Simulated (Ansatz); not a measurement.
Born–Oppenheimer molecular dynamics of GeH4O (6 atoms, charge 0, multiplicity 1). It starts from a relaxed structure.

Method: RHF/def2-SVP (Ansatz 0.2.0).

* ensemble: NVT, Langevin thermostat
* time step: 1 fs
* steps asked: 500
* set temperature: 1500 K
* friction: 0.05 /fs
* temperature schedule: 125 steps to 1500 K, then 375 steps to 375 K
* seed: 877566

First frame:

```xyz
6
Properties=species:S:1:pos:R:3
Ge -0.003 -0.053 -0.028
H -0.098 0.038 1.502
H 1.446 0.052 -0.494
O -0.837 1.319 -0.766
H -1.761 1.405 -0.596
H -0.641 -1.367 -0.501
```

Q: How far do the bonds stretch over the last three quarters of this one trajectory? (Pairs bonded in most of those frames.)

A: 
| bond | mean (Å) | spread (Å) | shortest | longest |
| --- | --- | --- | --- | --- |
| Ge1–H2 | 1.549 | 0.075 | 1.40 | 1.71 |
| Ge1–H3 | 1.543 | 0.053 | 1.38 | 1.71 |
| Ge1–O4 | 1.789 | 0.060 | 1.67 | 1.93 |
| Ge1–H6 | 1.550 | 0.078 | 1.35 | 1.77 |
| O4–H5 | 0.949 | 0.034 | 0.86 | 1.03 |

Mean temperature of the second half: 720 K. The schedule's set-point averaged 750 K over the second half and the system 720 K. A run of 0.5 ps of so small a system gives no equilibrium averages.

The run took 6 min on 1 thread of AMD EPYC 7R43 64-Core Processor (Zen 3) (shared host), peak memory 0.13 GiB.
